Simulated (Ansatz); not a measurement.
Single points on CuH₂.

```yaml
crystal:
  periodic: [false, false, false]
  atoms:
    - {symbol: Cu, position_ang: [-0.199527, -0.225258, -0.368715]}
    - {symbol: H, position_ang: [-0.581972, 1.234961, -0.130280]}
    - {symbol: H, position_ang: [0.781499, -1.009703, 0.498985]}
basis:
  gaussian: {orbitals: def2-TZVPP, initial_orbitals: start.molden}
magnetization: {spin_polarized: true, initial_magnetization: 1}
correlation: {method: ccsd_t, frozen_orbitals: {Cu: 9, H: 0}}
scf: {omitted_lower_state_checks: [starts, cluster_reference]}
output: {orbitals: {seedname: orbitals}}
```

The file start.molden holds the orbitals of an earlier run on this structure, at another level or in another basis.

```sh
$ ansatz run in.yaml --threads 4 --pin off --events-out ev --progress --plain --max-ram 3916MiB
```

Shortened log:

```
Functional definition: HF
612 factors; integrals over basis functions are off by at most 1.3e-3 eV
mean field evaluation 1: about -44625.7555 eV, gradient 1.6e1 eV
mean field evaluation 2: about -44627.1758 eV, gradient 3.5e0 eV
mean field evaluation 4: about -44627.3926 eV, gradient 7.0e-2 eV
mean field evaluation 8: about -44627.3945 eV, gradient 1.7e-6 eV
mean field -44627.39448459 eV, -1640.0264977742 hartree, gradient 5.2e-6 eV, S^2 0.765377; 0 other end points of the search recorded, 0 dependent functions left out
9 core orbitals not correlated: weight in the atoms' cores, before any rotation towards them, 1.000 or more for the frozen orbitals, at most 0.000 for the correlated occupied ones
reference -44627.39448459 eV, -1640.0264977742 hartree; 7, 6 occupied and 76, 77 virtual orbitals, 612 factors
second order -12.20563225 eV of doubles, -0.00000000 eV of singles
cycle   1  -11.16636052 eV  change     1.0e0 eV  update   1.4e-1
cycle   2  -11.75974266 eV  change   -5.9e-1 eV  update   6.2e-2
cycle   3  -11.99678762 eV  change   -2.4e-1 eV  update   5.8e-2
cycle   4  -12.10506499 eV  change   -1.1e-1 eV  update   4.7e-2
cycle   5  -12.38137062 eV  change   -2.8e-1 eV  update   3.6e-2
cycle   6  -12.42138396 eV  change   -4.0e-2 eV  update   1.3e-2
cycle   7  -12.44035488 eV  change   -1.9e-2 eV  update   4.8e-3
cycle   8  -12.44467522 eV  change   -4.3e-3 eV  update   1.6e-3
cycle   9  -12.44569415 eV  change   -1.0e-3 eV  update   7.4e-4
cycle  10  -12.44534229 eV  change    3.5e-4 eV  update   3.9e-4
cycle  11  -12.44527905 eV  change    6.3e-5 eV  update   1.9e-4
cycle  12  -12.44522437 eV  change    5.5e-5 eV  update   8.7e-5
cycle  13  -12.44537296 eV  change   -1.5e-4 eV  update   4.4e-5
cycle  14  -12.44533390 eV  change    3.9e-5 eV  update   2.7e-5
cycle  15  -12.44537219 eV  change   -3.8e-5 eV  update   2.0e-5
cycle  16  -12.44534879 eV  change    2.3e-5 eV  update   1.6e-5
cycle  17  -12.44535284 eV  change   -4.0e-6 eV  update   1.4e-5
perturbative correction -0.37389151 eV, -0.0137402597 hartree
Total energy: -44640.21372894 eV, -1640.4975963148 hartree
Checks for a lower state left out: starts, cluster_reference
```

It took 1.3 s on 4 threads of Intel Xeon 6975P-C on a shared host.

As the first input, with `gaussian: {orbitals: def2-TZVP, initial_orbitals: start.molden}`, `hamiltonian: {xc: {name: PBE-QIDH}}`, `correlation: {frozen_orbitals: {Cu: 9, H: 0}}`, `scf: {omitted_lower_state_checks: [starts]}` and without the key `output` (abridged; 0.55 s):

```
Functional definition: PBE-QIDH
mean field -44651.79748040 eV, -1640.9232913292 hartree, gradient 7.4e-6 eV, S^2 0.762069
9 core orbitals not correlated: weight in the atoms' cores, before any rotation towards them, 1.000 or more for the frozen orbitals, at most 0.000 for the correlated occupied ones
second order -12.62440074 eV of doubles, -0.00000000 eV of singles
Total energy: -44656.00562453 eV, -1641.0779377739 hartree
Checks for a lower state left out: starts
```

First input, but with `gaussian: {orbitals: def2-TZVP, initial_orbitals: start.molden}`, `hamiltonian: {xc: pbe0, dispersion: d4}` and without the key `correlation`, `scf` (abridged; 0.6 s):

```
Functional definition: PBE0
mean field evaluation 16: about -44664.3691 eV, gradient 1.2e0 eV
mean field evaluation 32: about -44664.1681 eV, gradient 2.6e0 eV
mean field -44664.42404917 eV, -1641.3873091729 hartree, gradient 2.4e-5 eV, S^2 0.757676; 3 other end points of the search recorded, 0 dependent functions left out
Total energy: -44664.44056682 eV, -1641.3879161856 hartree
```

As the first input, with `gaussian: {orbitals: def2-TZVP, initial_orbitals: start.molden}`, `hamiltonian: {xc: {name: B3LYP}, dispersion: d4}`, `scf: {omitted_lower_state_checks: [starts]}` and without the key `correlation` (abridged; 0.35 s):

```
Functional definition: B3LYP
mean field -44672.82011255 eV, -1641.6958588111 hartree, gradient 1.5e-5 eV, S^2 0.757229
Total energy: -44672.85327773 eV, -1641.6970776091 hartree
Checks for a lower state left out: starts
```

Geometry: PBE-D4/def2-TZVP.

B3LYP takes the VWN-RPA correlation. Correlated methods freeze 9 core orbitals. At CCSD(T)/def2-TZVPP T1 of the charge 0 doublet is large (up to 0.114), so the single-reference result is doubtful. The structure comes from a short search, and lower isomers may exist.
